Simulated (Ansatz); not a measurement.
Ansatz results at the PBE0-D4/def2-TZVP geometry: zero-point energy (PBE0-D4/def2-TZVP) 180.1 kJ/mol; ideal-gas entropy at 298 K and 1 bar (rigid rotor, harmonic PBE0-D4/def2-TZVP) 447 J/(mol·K); size of the dipole moment (ωB97M-V/def2-TZVPP) 1.65 D.

Each molecule was computed in one conformer, which needn't be the lowest.

Which molecule gave them?
A. `[O][SiH2]O`•
B. `CN([SiH]Cl)[SiH](F)Cl`•
C. `[O][GaH2]`•
D. `[CH3][In][Cl]`•

B. The others give `[O][SiH2]O`•: 85.9, 285, 1.58; `[CH3][In][Cl]`•: 93.0, 338, 3.46; `[O][GaH2]`•: 38.3, 259, 2.02.
